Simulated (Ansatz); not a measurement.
Zn(OH)2 (ZnO2H2). Charge 0, multiplicity 1. Geometry r2SCAN-D4/def2-TZVP.

```xyz
5

Zn   -0.084    0.142   -0.044
O     1.359    1.147    0.049
H     2.144    0.743   -0.336
O    -1.625   -0.700   -0.187
H    -1.793   -1.332    0.519
```

The 6-31G sets use Cartesian d functions. LC-ωPBE has ω = 0.4 bohr⁻¹. B3LYP takes the VWN-RPA correlation.

Estimate the orbital energies around the gap (eV) in Ansatz with PBE-D4/def2-TZVP, B3LYP-D4/6-31G, r2SCAN0-D4/def2-TZVP, LC-ωPBE/def2-TZVP, ωB97M-V/def2-TZVP.


```csv
orbital,PBE-D4/def2-TZVP,B3LYP-D4/6-31G,r2SCAN0-D4/def2-TZVP,LC-ωPBE/def2-TZVP,ωB97M-V/def2-TZVP
HOMO−9,-12.41,-13.56,-15.35,-17.76,-17.69
HOMO−8,-12.09,-13.24,-15.15,-17.53,-17.50
HOMO−7,-11.93,-12.92,-15.08,-17.41,-17.38
HOMO−6,-11.93,-12.92,-15.08,-17.41,-17.38
HOMO−5,-10.76,-11.85,-12.81,-15.42,-15.00
HOMO−4,-10.22,-11.25,-12.39,-15.02,-14.67
HOMO−3,-7.97,-8.72,-9.70,-12.45,-12.01
HOMO−2,-7.63,-8.36,-9.37,-12.04,-11.57
HOMO−1,-6.81,-7.71,-8.70,-11.36,-10.94
HOMO,-6.76,-7.66,-8.66,-11.32,-10.90
LUMO,-1.94,-1.27,-0.84,1.06,0.55
LUMO+1,-0.36,0.21,0.64,2.12,1.55
LUMO+2,-0.28,0.38,0.73,2.26,1.65
LUMO+3,0.54,1.38,1.91,3.35,2.68
LUMO+4,1.89,3.55,3.53,5.02,4.37
LUMO+5,3.41,4.80,4.73,6.09,5.44
```
